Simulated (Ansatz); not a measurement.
Worked example: CH6GeO2 + CH7OSi2 → CH5GeO2 + CH8OSi2

Species: CH6GeO2 `C[O][GeH2][OH]`, singlet; CH7OSi2 `CO[SiH][SiH3]`, doublet; CH5GeO2 `C[O][GeH][OH]`, doublet; CH8OSi2 `CO[SiH2][SiH3]`, singlet. A radical takes H: the energy is the difference in strength between the Ge–H bond broken and the Si–H bond made.

Shapes, held fixed at every level: PBE0-D4/def2-TZVP. Flexible molecules stand in one conformer, not always the lowest. Programs: Ansatz 0.2.0. The zero-point and thermal change to 298 K, harmonic and unscaled (PBE0-D4/def2-TZVP), is +0.1 kJ/mol.

At CCSD(T)/def2-TZVPP; 1 Eh = 2625.50 kJ/mol:

```
species   energy (Eh)
CH6GeO2  -2267.542037
CH7OSi2   -695.447585
CH5GeO2  -2266.901288
CH8OSi2   -696.095807
```

Q: Work out ΔH(298 K) of the reaction at this level.

A: 
1. Products less reactants: (-2266.901288) + (-696.095807) − [(-2267.542037) + (-695.447585)] = -0.007473 Eh = -19.6 kJ/mol.
2. With the thermal change: -19.6 + (+0.1) = -19.5 kJ/mol.

Other levels give -30.7 (B3LYP-D4/def2-TZVPP) to -15.6 kJ/mol (HF/def2-SVP). No measured value is set beside it here. Open shells run unrestricted unless RO is named. Relativity is left out for Ge unless named. Correlated rows may include outer-core shells of Ge, which these sets cover unevenly.
